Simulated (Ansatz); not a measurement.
System: InF2, net charge 0, doublet state. It need not be the lowest isomer of its formula. 
Structure (B3LYP-D3(BJ)/def2-TZVP (Ansatz, a program for electronic structure) minimum search):
```xyz
3

In     0.2297     0.1164     0.0940
F     -0.8133     0.9486    -1.3634
F     -0.4372    -1.5822     0.8518
```
Charge 0, spin multiplicity 2.

Computed values are from Ansatz. Correlated levels leave the core frozen unless marked. Open shells are spin-unrestricted. Spin-orbit coupling is left out. The frozen core is the preceding noble-gas configuration, with the filled d and f shells of earlier blocks. Past Kr the def2 sets carry scalar-relativistic core potentials. Basis-set limits of correlation are two-point, X^-3; Hartree-Fock from the larger set. [CCSD(T)-MP2]/basis is that difference in the basis named.

```
Item                                                                                                           Result
-------------------------------------------  ------------------------------------------------------------------------
atomisation energy De                                              829.1 kJ/mol at CCSD(T)/CBS(def2-TZVPP,def2-QZVPP)
vertical ionisation energy (to the singlet)  9.73 eV at RI-MP2/CBS(def2-TZVPPD,def2-QZVPPD)+[CCSD(T)-MP2]/def2-TZVPPD
total energy                                                       -388.9052 Eh at CCSD(T)/CBS(def2-TZVPP,def2-QZVPP)
dipole moment                                                                             3.47 D at CCSD(T)/def2-SVPD
T1 diagnostic                                                                                0.018 at CCSD/def2-QZVPP
```
